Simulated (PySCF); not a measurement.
PySCF input (TPSS/def2-TZVPD):

```python
from pyscf import gto, scf, dft

mol = gto.M(
    atom='''
    Si   -0.00000000   -0.00000000   -0.10196874
    H     0.00000000    0.00000000    1.42756239
    ''',
    basis='def2-tzvpd',
    charge=0,
    spin=1,
    symmetry='C2v',
    verbose=4,
)

mf = dft.UKS(mol, xc='tpss').density_fit(auxbasis='def2-universal-jkfit')
mf.grids.level = 3
mf.conv_tol = 1e-9
mf.max_cycle = 100
mf.max_memory = 1500
mf.kernel()
if not mf.converged:
    mf = mf.newton()
    mf.kernel(mf.make_rdm1())
mf.analyze()
```

Output:

```
PySCF version 2.14.0

[INPUT] verbose = 4
[INPUT] num. atoms = 2
[INPUT] num. electrons = 15
[INPUT] charge = 0
[INPUT] spin (= nelec alpha-beta = 2S) = 1
[INPUT] symmetry C2v subgroup None
[INPUT] Mole.unit = angstrom
[INPUT] Symbol           X                Y                Z      unit          X                Y                Z       unit  Magmom
[INPUT]  1 Si     0.000000000000   0.000000000000  -0.101968740000 AA    0.000000000000   0.000000000000  -0.192692991867 Bohr   0.0
[INPUT]  2 H      0.000000000000   0.000000000000   1.427562390000 AA    0.000000000000   0.000000000000   2.697701942830 Bohr   0.0

nuclear repulsion = 4.84362874842567
point group symmetry = Coov, use subgroup C2v
symmetry origin: [0.00000000e+00 0.00000000e+00 3.77945225e-09]
symmetry axis x: [1. 0. 0.]
symmetry axis y: [0. 1. 0.]
symmetry axis z: [0. 0. 1.]
num. orbitals of irrep A1 = 24
num. orbitals of irrep A2 = 4
num. orbitals of irrep B1 = 12
num. orbitals of irrep B2 = 12
number of shells = 20
number of NR pGTOs = 80
number of NR cGTOs = 52
basis = def2-tzvpd
ecp = {}

******** <class 'pyscf.df.df_jk.DFSymAdaptedUKS'> ********
method = DFSymAdaptedUKS
initial guess = minao
damping factor = 0
level_shift factor = 0
DIIS = <class 'pyscf.scf.diis.CDIIS'>
diis_start_cycle = 1
diis_space = 8
diis_damp = 0
SCF conv_tol = 1e-09
SCF conv_tol_grad = None
SCF max_cycles = 100
direct_scf = False
number electrons alpha = 8  beta = 7
XC library pyscf.dft.libxc version 7.1.2
    S. Lehtola, C. Steigemann, M. J. T. Oliveira, and M. A. L. Marques,  SoftwareX 7, 1–5 (2018)
XC functionals = tpss
    J. Tao, J. P. Perdew, V. N. Staroverov, and G. E. Scuseria,  Phys. Rev. Lett. 91, 146401 (2003)
    J. P. Perdew, J. Tao, V. N. Staroverov, and G. E. Scuseria,  J. Chem. Phys. 120, 6898 (2004)
    J. Tao, J. P. Perdew, V. N. Staroverov, and G. E. Scuseria,  Phys. Rev. Lett. 91, 146401 (2003)
    J. P. Perdew, J. Tao, V. N. Staroverov, and G. E. Scuseria,  J. Chem. Phys. 120, 6898 (2004)
radial grids:
    Treutler-Ahlrichs [JCP 102, 346 (1995); DOI:10.1063/1.469408] (M4) radial grids

becke partition: Becke, JCP 88, 2547 (1988); DOI:10.1063/1.454033
pruning grids: <function nwchem_prune>
grids dens level: 3
symmetrized grids: C2v
atomic radii adjust function: <function treutler_atomic_radii_adjust>
small_rho_cutoff = 0
Freeze 0 electrons in irreps []
[...]
beta  HOMO (A1) = -0.243232722603034  LUMO (B2) = -0.13662244380828
  HOMO = -0.170852825168  LUMO = -0.149048352535  gap/eV = 0.59333
Extra cycle  E= -290.01146206698  delta_E= -5.23e-12  |g|= 1.89e-06  |ddm|= 7.82e-06
converged SCF energy = -290.01146206698  <S^2> = 0.75794376  2S+1 = 2.007928
**** SCF Summaries ****
Total Energy =                        -290.011462066979732
Nuclear Repulsion Energy =               4.843628748425670
One-electron Energy =                 -410.960959335273515
Two-electron Energy =                  116.105868519868125
Two-electron Coulomb Energy =          137.317541289921678
DFT Exchange-Correlation Energy =      -21.211672770053561
HOMO-LUMO gap [eV] =                     0.593329921784569
Wave-function symmetry = B1
alpha occupancy for each irrep:     A1   A2   B1   B2
                                     5    0    2    1
beta  occupancy for each irrep:     A1   A2   B1   B2
                                     5    0    1    1
**** MO energy ****
alpha MO #1 (A1 #1), energy= -65.7076652903923 occ= 1
alpha MO #2 (A1 #2), energy= -5.1381394897919 occ= 1
alpha MO #3 (B2 #1), energy= -3.51918264181856 occ= 1
alpha MO #4 (B1 #1), energy= -3.51262354401295 occ= 1
alpha MO #5 (A1 #3), energy= -3.50676091534624 occ= 1
alpha MO #6 (A1 #4), energy= -0.451493827134984 occ= 1
alpha MO #7 (A1 #5), energy= -0.254627095641654 occ= 1
alpha MO #8 (B1 #2), energy= -0.170852825168183 occ= 1
alpha MO #9 (B2 #2), energy= -0.149048352534981 occ= 0
alpha MO #10 (A1 #6), energy= 0.00512719278124507 occ= 0
alpha MO #11 (A1 #7), energy= 0.0239968489911995 occ= 0
alpha MO #12 (B1 #3), energy= 0.0689837443434032 occ= 0
alpha MO #13 (A2 #1), energy= 0.0695249796050841 occ= 0
alpha MO #14 (B2 #3), energy= 0.0716502679181215 occ= 0
alpha MO #15 (A1 #8), energy= 0.0733676085386801 occ= 0
alpha MO #16 (A1 #9), energy= 0.0947004083165091 occ= 0
alpha MO #17 (A1 #10), energy= 0.159871081265418 occ= 0
alpha MO #18 (B1 #4), energy= 0.171640615545705 occ= 0
alpha MO #19 (B2 #4), energy= 0.175676045873438 occ= 0
alpha MO #20 (B1 #5), energy= 0.228372837920345 occ= 0
alpha MO #21 (B2 #5), energy= 0.229928888699816 occ= 0
alpha MO #22 (A2 #2), energy= 0.279835208113171 occ= 0
alpha MO #23 (A1 #11), energy= 0.284794609027008 occ= 0
alpha MO #24 (A1 #12), energy= 0.296835254921195 occ= 0
alpha MO #25 (B1 #6), energy= 0.316612260434308 occ= 0
alpha MO #26 (B2 #6), energy= 0.319277965274662 occ= 0
alpha MO #27 (A1 #13), energy= 0.35957924836382 occ= 0
alpha MO #28 (A1 #14), energy= 0.452304663590532 occ= 0
alpha MO #29 (A1 #15), energy= 0.570876392411003 occ= 0
alpha MO #30 (B1 #7), energy= 0.966645144381739 occ= 0
alpha MO #31 (B2 #7), energy= 0.969811965029876 occ= 0
alpha MO #32 (A2 #3), energy= 0.97140152209199 occ= 0
alpha MO #33 (A1 #16), energy= 0.976694788596784 occ= 0
alpha MO #34 (B2 #8), energy= 0.986689474114642 occ= 0
alpha MO #35 (B1 #8), energy= 0.990924483964664 occ= 0
alpha MO #36 (A2 #4), energy= 1.01456999887406 occ= 0
alpha MO #37 (A1 #17), energy= 1.01915267357176 occ= 0
alpha MO #38 (A1 #18), energy= 1.0438132521495 occ= 0
alpha MO #39 (B2 #9), energy= 1.05231383856669 occ= 0
alpha MO #40 (B1 #9), energy= 1.05722338925767 occ= 0
alpha MO #41 (A1 #19), energy= 1.18987345929749 occ= 0
alpha MO #42 (B2 #10), energy= 1.19744371087489 occ= 0
alpha MO #43 (B1 #10), energy= 1.21476612808307 occ= 0
alpha MO #44 (A1 #20), energy= 1.45712789597185 occ= 0
alpha MO #45 (B2 #11), energy= 1.88933528567089 occ= 0
alpha MO #46 (B1 #11), energy= 1.89411932587695 occ= 0
alpha MO #47 (A1 #21), energy= 2.3783831508067 occ= 0
alpha MO #48 (A1 #22), energy= 2.85026661187846 occ= 0
alpha MO #49 (B2 #12), energy= 5.89634284368584 occ= 0
alpha MO #50 (B1 #12), energy= 5.90857884631094 occ= 0
alpha MO #51 (A1 #23), energy= 6.11755806910069 occ= 0
alpha MO #52 (A1 #24), energy= 9.51145576260611 occ= 0
beta  MO #1 (A1 #1), energy= -65.7045718372626 occ= 1
beta  MO #2 (A1 #2), energy= -5.13521541115201 occ= 1
beta  MO #3 (B2 #1), energy= -3.51759695563622 occ= 1
beta  MO #4 (A1 #3), energy= -3.50513105202633 occ= 1
beta  MO #5 (B1 #1), energy= -3.50334510431201 occ= 1
beta  MO #6 (A1 #4), energy= -0.427199676852858 occ= 1
beta  MO #7 (A1 #5), energy= -0.243232722603034 occ= 1
beta  MO #8 (B2 #2), energy= -0.13662244380828 occ= 0
beta  MO #9 (B1 #2), energy= -0.101865371747281 occ= 0
beta  MO #10 (A1 #6), energy= 0.0144710792390104 occ= 0
beta  MO #11 (A1 #7), energy= 0.0357049640139184 occ= 0
beta  MO #12 (B2 #3), energy= 0.0744095289797064 occ= 0
beta  MO #13 (B1 #3), energy= 0.0847227877296088 occ= 0
beta  MO #14 (A1 #8), energy= 0.0892866079068728 occ= 0
beta  MO #15 (A2 #1), energy= 0.090369842458564 occ= 0
beta  MO #16 (A1 #9), energy= 0.0979801617433761 occ= 0
beta  MO #17 (A1 #10), energy= 0.168997360672602 occ= 0
beta  MO #18 (B2 #4), energy= 0.182682027408074 occ= 0
beta  MO #19 (B1 #4), energy= 0.204273886382809 occ= 0
beta  MO #20 (B2 #5), energy= 0.233938070532617 occ= 0
beta  MO #21 (B1 #5), energy= 0.242963408537534 occ= 0
beta  MO #22 (A1 #11), energy= 0.301006467736885 occ= 0
beta  MO #23 (A2 #2), energy= 0.319537204066726 occ= 0
beta  MO #24 (B2 #6), energy= 0.321764880097915 occ= 0
beta  MO #25 (A1 #12), energy= 0.322705270136613 occ= 0
beta  MO #26 (B1 #6), energy= 0.34119255626951 occ= 0
beta  MO #27 (A1 #13), energy= 0.371134532819795 occ= 0
beta  MO #28 (A1 #14), energy= 0.460942502324832 occ= 0
beta  MO #29 (A1 #15), energy= 0.58351547198937 occ= 0
beta  MO #30 (B2 #7), energy= 0.993254136209573 occ= 0
beta  MO #31 (A1 #16), energy= 0.997816312648579 occ= 0
beta  MO #32 (A2 #3), energy= 0.997827479520065 occ= 0
beta  MO #33 (B1 #7), energy= 1.00113295223329 occ= 0
beta  MO #34 (B2 #8), energy= 1.00783270839629 occ= 0
beta  MO #35 (B1 #8), energy= 1.02260144717217 occ= 0
beta  MO #36 (A1 #17), energy= 1.03429842855863 occ= 0
beta  MO #37 (A2 #4), energy= 1.03940142761784 occ= 0
beta  MO #38 (B2 #9), energy= 1.05919956937575 occ= 0
beta  MO #39 (A1 #18), energy= 1.06293351046354 occ= 0
beta  MO #40 (B1 #9), energy= 1.08259676281639 occ= 0
beta  MO #41 (A1 #19), energy= 1.20868131112346 occ= 0
beta  MO #42 (B2 #10), energy= 1.20919603064118 occ= 0
beta  MO #43 (B1 #10), energy= 1.23528818247519 occ= 0
beta  MO #44 (A1 #20), energy= 1.47712335628551 occ= 0
beta  MO #45 (B2 #11), energy= 1.90258914155467 occ= 0
beta  MO #46 (B1 #11), energy= 1.91255799096475 occ= 0
beta  MO #47 (A1 #21), energy= 2.41243091674064 occ= 0
beta  MO #48 (A1 #22), energy= 2.8814156258402 occ= 0
beta  MO #49 (B2 #12), energy= 5.90306316873081 occ= 0
beta  MO #50 (B1 #12), energy= 5.92771891885094 occ= 0
[...]
```
